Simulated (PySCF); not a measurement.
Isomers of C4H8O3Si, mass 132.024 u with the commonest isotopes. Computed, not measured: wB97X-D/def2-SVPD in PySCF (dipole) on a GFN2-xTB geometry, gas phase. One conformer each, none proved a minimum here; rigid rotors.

Question: Order these by rotational constant C, largest first.
A. `[O:1]=[CH:2][O:3][CH2:4][SiH:5]1[CH2:6][O:7][CH2:8]1` with O1–C2–O3–C4 -1°, C2–O3–C4–Si5 8°, O3–C4–Si5–C6 -171°
B. `[CH3:1][O:2][CH2:3][Si@H:4]1[CH2:5][O:6][C:7]1=[O:8]` with C1–O2–C3–Si4 71°, O2–C3–Si4–C5 -176°
C. `[CH2:1]=[C:2]([O:3][CH3:4])[C:5](=[O:6])[O:7][SiH3:8]` with C1–C2–O3–C4 0°, C1–C2–C5–O6 0°, C2–C5–O7–Si8 180°

Answer: A (995.7 MHz), B (875.8 MHz), C (792.3 MHz).

Question: Order these by out-of-plane moment Σ m c² = (Ia + Ib − Ic)/2, smallest first.
A. `[CH2:1]=[C:2]([O:3][CH3:4])[C:5](=[O:6])[O:7][SiH3:8]` with C1–C2–O3–C4 0°, C1–C2–C5–O6 0°, C2–C5–O7–Si8 180°
B. `[CH3:1][O:2][CH2:3][Si@H:4]1[CH2:5][O:6][C:7]1=[O:8]` with C1–O2–C3–Si4 71°, O2–C3–Si4–C5 -176°
C. `[O:1]=[CH:2][O:3][CH2:4][SiH:5]1[CH2:6][O:7][CH2:8]1` with O1–C2–O3–C4 -1°, C2–O3–C4–Si5 8°, O3–C4–Si5–C6 -171°

Answer: A (4.54 u·Å²), B (22.62 u·Å²), C (31.26 u·Å²).

Question: Order these by dipole moment, smallest first.
A. `[CH3:1][O:2][CH2:3][Si@H:4]1[CH2:5][O:6][C:7]1=[O:8]` with C1–O2–C3–Si4 71°, O2–C3–Si4–C5 -176°
B. `[O:1]=[CH:2][O:3][CH2:4][SiH:5]1[CH2:6][O:7][CH2:8]1` with O1–C2–O3–C4 -1°, C2–O3–C4–Si5 8°, O3–C4–Si5–C6 -171°
C. `[CH2:1]=[C:2]([O:3][CH3:4])[C:5](=[O:6])[O:7][SiH3:8]` with C1–C2–O3–C4 0°, C1–C2–C5–O6 0°, C2–C5–O7–Si8 180°

Answer: C (2.42 D), A (3.84 D), B (4.28 D).

| SMILES | point group | Ia (u·Å²) | Ib (u·Å²) | Ic (u·Å²) | κ | μa (D) | μb (D) | μc (D) |
| --- | --- | --- | --- | --- | --- | --- | --- | --- |
| C=C(OC)C(=O)O[SiH3] | Cs | 143.56 | 503.38 | 637.85 | -0.84 | 1.78 | 1.65 | 0.00 |
| COC[Si@H]1COC1=O | C1 | 172.32 | 449.95 | 577.04 | -0.76 | 1.81 | 3.38 | 0.24 |
| O=COC[SiH]1COC1 | C1 | 129.45 | 440.62 | 507.56 | -0.90 | 4.05 | 1.35 | 0.17 |
